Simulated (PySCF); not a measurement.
# SbCl⁻: one state, many levels of theory

State: ²Π (doublet), unpaired electrons π ↑. Set-up: PySCF, scalar-relativistic core potentials, basis sets Sb def2-TZVPPD with ECP28, Cl def2-TZVPPD. De refers to Sb + Cl⁻ in their high-spin ground configurations, without counterpoise correction. The functionals are run spin-unrestricted. A positive dipole points towards Cl; it is taken about the centre of mass and depends on that origin.

| Level | Re (Å) | ωe (cm⁻¹) | De (eV) | μ (D) |
| --- | --- | --- | --- | --- |
| UHF | 2.515 | 267 | n/a | -2.15 |
| UHF-MP2 | 2.469 | 291 | 0.51 | n/a |
| UHF-SCS-MP2 | 2.488 | 282 | 0.56 | n/a |
| UHF-CCSD | 2.489 | 281 | n/a | n/a |
| UHF-CCSD(T) | 2.491 | 280 | 0.65 | n/a |
| PBE | 2.503 | 272 | 1.00 | -1.56 |
| PW91 | 2.502 | 273 | 1.02 | -1.59 |
| r²SCAN | 2.483 | 283 | 0.87 | -1.49 |
| r²SCANh | 2.476 | 286 | 0.83 | -1.52 |
| PBE0 | 2.476 | 285 | 0.89 | -1.60 |
| M06 | 2.497 | 276 | 1.31 | -1.68 |
| M06-2X | 2.512 | 272 | 0.488 | -2.14 |
| ωB97X-V | 2.477 | 287 | 1.09 | -1.81 |
| B2PLYP | 2.499 | 276 | 0.82 | -1.92 |

The bond length runs from 2.469 Å (UHF-MP2) to 2.515 Å (UHF). De spans 0.49 eV (M06-2X, hybrid meta-GGA) to 1.31 eV (M06, hybrid meta-GGA).

Correlated steps freeze 9 core orbitals. Spin–orbit coupling is left out, which matters for elements this heavy, above all for dissociation energies. For an ion De counts to the pair picked by the measured ionisation energies or electron affinities, which need not be the lowest pair at this level. The highest Kohn–Sham level is positive in this anion. Much of that is self-interaction error, but it also means that the finite basis helps to hold the extra electron. B2PLYP dipoles, levels and charges come from its SCF part alone. The state is the lowest determinant that a PBE0 search found; another state may lie lower at other levels.

The whole job (state search and all levels along the bond) took about 26 min on 2 threads of Arm Neoverse V2 (shared host), peak memory 5.6 GiB.
